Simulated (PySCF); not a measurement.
Species: C₅H₈NS (doublet state).
Atom-mapped SMILES: `[CH2:1][S:2]/[CH:3]=[CH:4]\[CH:5]=[N:6]\[CH3:7]` (hydrogens: H8, H9 on C1; H10 on C3; H11 on C4; H12 on C5; H13, H14, H15 on C7)

Geometry (GFN2-xTB, Å), atoms numbered from 1 in this order:
```
atom  x, y, z in Å
C1     3.7357    0.1574   -0.2626
S2     2.1055    0.5824   -0.2803
C3     1.2987   -0.9347   -0.0345
C4    -0.0396   -1.0811    0.0243
C5    -0.9758   -0.0067   -0.1080
N6    -2.2249   -0.2170   -0.0432
C7    -3.1396    0.8657   -0.1761
H8     4.0448   -0.8563   -0.1155
H9     4.4466    0.9432   -0.4006
H10    1.9646   -1.7770    0.0720
H11   -0.4565   -2.0650    0.1808
H12   -0.5501    0.9970   -0.2672
H13   -3.7508    0.9120    0.7274
H14   -3.8089    0.6490   -1.0110
H15   -2.6543    1.8391   -0.3388
```

The hyperfine couplings belong to this conformer and change with its torsions.

Method used: UKS B3LYP, pcH-1 on C H N S, non-relativistic, mean-field spin-orbit, GIAO in PySCF. Isolated species at its GFN2-xTB geometry (one conformer only). The geometry wasn't refined by DFT: couplings that depend on bond lengths, twists or pyramidal angles can differ widely from those at the functional's own minimum. The SCF solution wasn't tested for stability.

**Question.** Break the g tensor into its mass correction, gauge correction and orbital-Zeeman/spin–orbit terms.

**Answer.** 
```json
{"Δg (ppt)": "relativistic mass correction", "1": "-0.17", "2": "-0.17", "3": "-0.17"}
{"Δg (ppt)": "gauge correction", "1": "-0.01", "2": "0.04", "3": "0.03"}
{"Δg (ppt)": "orbital Zeeman/spin–orbit", "1": "-0.14", "2": "1.30", "3": "5.66"}
{"Δg (ppt)": "total", "1": "-0.31", "2": "1.18", "3": "5.53"}
```

So g = 2.00201, 2.00350, 2.00785 and g_iso = 2.00445; the tensor is rhombic: the two nearest values differ by 26 % of g3 − g1. Axes: g2 points within 14° of the C1–S2 bond and g3 points within 1° of the S2–C3 bond.

**Question.** At 9.481 GHz, how far is the centre of the isotropic spectrum from where a free electron (g = 2.002319) resonates?

**Answer.** B = hν/(g μB) with μB/h = 13.99624 MHz/mT gives 338.31 mT for the free electron and 337.95 mT at g_iso, 0.36 mT lower.

**Question.** How much does each term add to the isotropic shift?

**Answer.** The orbital-Zeeman/spin–orbit term 2.28, the mass correction -0.17 and the gauge correction 0.02 ppt, for a total of 2.13 ppt. The orbital-Zeeman/spin–orbit term is the largest in size. The mass correction is the same along every axis, so the anisotropy comes from the other two: their spans along these axes are 0.05 (gauge) and 5.80 ppt (orbital Zeeman/spin–orbit).

**Question.** In a frozen sample, at which fields do the three g values resonate at 9.5, 34, 94 and 263 GHz (hyperfine left aside), and which band first spreads them over more than twice a line width of 0.5 mT?

**Answer.** 
| band | GHz | B(g3) mT | B(g2) mT | B(g1) mT | spread mT |
| --- | --- | --- | --- | --- | --- |
| X | 9.5 | 338.05 | 338.78 | 339.04 | 0.99 |
| Q | 34.0 | 1209.86 | 1212.49 | 1213.39 | 3.53 |
| W | 94.0 | 3344.92 | 3352.18 | 3354.67 | 9.75 |
| J | 263.0 | 9358.66 | 9378.97 | 9385.95 | 27.29 |

The spread grows in proportion to the frequency. Q band is the first where it exceeds 1.0 mT.

The Mulliken spin populations are largest on C1 (+0.85), S2 (+0.15), C4 (+0.13) and C3 (-0.08). The positive populations add up to 1.19 and the negative ones to -0.19, together 2S = 1. The angles at C1 add up to 360.0°, so it is planar; its axial dipolar tensor and the negative couplings of its protons fit spin in a p orbital normal to that plane.

The HOMO–LUMO gaps are 3.43 eV among the α and 4.63 eV among the β orbitals.
